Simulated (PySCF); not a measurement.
CH6OSi2, AlBFH2O (calculated)

Calculation on a computer-drawn molecule: optimised geometry and harmonic frequencies of an isolated molecule of the commonest isotopes, restricted reference for singlets and unrestricted otherwise, frozen core in MP2. Program: PySCF 2.14.0.

Common to all runs: charge 0; method HF; basis cc-pV(D+d)Z.

```json
{"entry": 1, "formula": "CH6OSi2", "start_structure": {"atoms_angstrom": [["C", -0.3537, 1.1551, 1.5115], ["Si", -0.8361, 0.2869, 0.0415], ["O", -1.74, 1.1099, -1.1136], ["Si", -0.6164, -1.7143, -1.0038], ["H", -0.595, 2.1659, 1.7659], ["H", 0.1787, 0.6173, 2.3135], ["H", -1.9977, 2.0586, -1.0106], ["H", 0.0296, -2.6515, -0.0112], ["H", -1.8678, -2.3453, -1.378], ["H", 0.263, -1.721, -2.1151]]}, "given": {"multiplicity": 1, "drawn_bonds_atom": [1, 2, 2, 1, 1, 3, 4, 4, 4], "drawn_bonds_other_atom": [2, 3, 4, 5, 6, 7, 8, 9, 10], "drawn_bonds_order": [2, 1, 1, 1, 1, 1, 1, 1, 1]}, "results": {"optimised_atom_element": ["C", "Si", "O", "Si", "H", "H", "H", "H", "H", "H"], "optimised_atom_x [angstrom]": [-0.4197, -0.925, -1.746, -0.5619, -0.5838, 0.1179, -1.966, 0.1778, -1.858, 0.2297], "optimised_atom_y [angstrom]": [1.008, 0.429, 1.3, -1.74, 2.012, 0.3415, 2.201, -2.501, -2.4, -1.69], "optimised_atom_z [angstrom]": [1.424, -0.07895, -1.203, -0.8802, 1.802, 2.09, -1.018, 0.1508, -1.156, -2.13], "modes_frequency [cm^-1]": [93.27, 144.3, 205.6, 254.2, 328.4, 451.3, 536.7, 578.9, 615.5, 737.8, 778.0, 844.1, 931.5, 990.1, 1018, 1027, 1101, 1492, 2319, 2321, 2325, 3287, 3376, 4153], "modes_reduced_mass [dalton]": [1.082, 3.535, 3.554, 3.112, 1.146, 4.919, 1.198, 1.181, 1.08, 1.366, 1.229, 2.62, 1.489, 1.308, 1.037, 1.049, 4.282, 1.238, 1.051, 1.025, 1.044, 1.057, 1.112, 1.067], "rotational_constants [GHz]": [6.558, 2.869, 2.043], "total_energy [hartree]": -694.0856, "convergence_status_largest_gradient_component [hartree/bohr]": 2.615e-05}}
{"entry": 2, "formula": "AlBFH2O", "start_structure": {"atoms_angstrom": [["O", -0.485, 3.7969, 1.2544], ["B", -0.8903, 3.4149, 0.1708], ["Al", -0.8682, 1.8346, -1.2515], ["F", -0.0304, 0.3652, -1.2754], ["H", 0.1509, 3.3663, 1.916], ["H", -1.6182, 1.9291, -2.5986]]}, "given": {"multiplicity": 2, "drawn_bonds_atom": [1, 2, 3, 1, 3], "drawn_bonds_other_atom": [2, 3, 4, 5, 6], "drawn_bonds_order": [1, 1, 1, 1, 1]}, "results": {"spin_squared": null, "rotational_constants [GHz]": null, "total_energy [hartree]": null}}
```

## Withheld values
1. Estimate the spin squared of AlBFH2O (entry 2).
2. What rotational constants does the calculation give for AlBFH2O (entry 2)?
3. What total energy does the calculation give for AlBFH2O (entry 2)?
4. Give the table of modes values for AlBFH2O (entry 2).

Answers
1. 0.7578
2. 21.68, 2.452, 2.216 GHz
3. -442.1405 hartree
4. 
Modes:
```csv
frequency (cm⁻¹),reduced mass (dalton)
86.79,6.176
141.9,8.705
380.4,5.067
396.8,1.381
480,1.136
514.1,7.981
689.2,1.171
843.4,14.58
1055,1.171
1537,10.65
2038,1.043
4087,1.066
```

Further results for AlBFH2O (entry 2):

| Item | Value |
| --- | --- |
| convergence status largest gradient component | 1.323e-05 hartree/bohr |

Optimised structure:
```xyz
6
AlBFH2O
O     -0.0992     3.8265     1.1862
B     -0.4087     2.9831     0.2271
Al    -0.8078     1.7708    -1.3417
F      0.0600     0.3589    -1.4499
H     -0.5678     3.7061     2.0034
H     -1.9177     2.0616    -2.4093
```
